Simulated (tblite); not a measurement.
Compound: C2H7F3NSi2 (doublet state).
SMILES with atom numbers: `[CH2:1][Si@H:2]([NH:3][SiH3:4])[C:5]([F:6])([F:7])[F:8]` (hydrogens: H9, H10 on C1; H11 on Si2; H12 on N3; H13, H14, H15 on Si4)

Structure optimised with GFN2-xTB, isolated species. This method treats the open shell by occupation alone, without spin polarisation.

Question: What internal coordinates does the optimisation give?

Answer: 
```tsv
bond	length (bohr)	order
C1–Si2	3.478	single
Si2–N3	3.249	single
N3–Si4	3.292	single
Si2–C5	3.682	single
C5–F6, C5–F7, C5–F8	2.550	single
C1–H9, C1–H10	2.034	single
Si2–H11	2.773	single
N3–H12	1.905	single
Si4–H13, Si4–H14, Si4–H15	2.763	single
```

Bonds in one row agree within 0.02 bohr and their mean is given. Orders are formal, as drawn. A selection of angles:
```tsv
angle	degrees
C1–Si2–N3	113.9
C1–Si2–C5	105.3
N3–Si2–C5	103.7
Si2–N3–Si4	128.5
Si2–C5–F6	113.6
Si2–C5–F7	112.1
F6–C5–F7	106.0
H12–N3–Si2	116.4
H12–N3–Si4	114.7
```

Torsions: C1–Si2–N3–Si4 71° (synclinal); C1–Si2–C5–F6 63° (synclinal).

C1 (carbon bonded to Si and 2 H) is planar (angles 122.9°, 122.0° and 115.1°, sum 360.0°, 0.00 Å off the plane of its three neighbours). Si2 (silicon bonded to 2 C, N and H) is distorted tetrahedral (angles from 103.7° to 115.6°). The C–Si distances run from 1.841 Å (C1–Si2, drawn single) to 1.948 Å (Si2–C5, drawn single), a spread of 0.107 Å. Si4 (silicon bonded to N and 3 H) is distorted tetrahedral (angles from 105.2° to 112.9°). All 3 C–F bonds measure 1.348 to 1.350 Å. The 2 N–Si bonds span 1.719 Å (Si2–N3, drawn single) to 1.742 Å (N3–Si4, drawn single), a spread of 0.023 Å. N3 (nitrogen bonded to 2 Si and H) is planar (angles 128.5°, 116.4° and 114.7°, sum 359.6°, 0.05 Å off the plane of its three neighbours).

Point group: C1 (no symmetry element, even within 0.4 Å). Its lowest GFN2-xTB frequency is 2 cm⁻¹, too small to tell a flat minimum from a shallow saddle. Torsions: H–C1–Si2–N3 153° and -27°, C1–Si2–N3–Si4 71°. 3 starts were optimised and ended at 0.00, 0.14 and 0.42 kcal/mol (GFN2-xTB); the lowest of these is shown.

Hardware: one thread, Arm Neoverse V2 (aarch64), shared host. Cost: 0.93 s of wall time. This is the geometry optimisation.

One conformer stands for the species.

These are computed values.
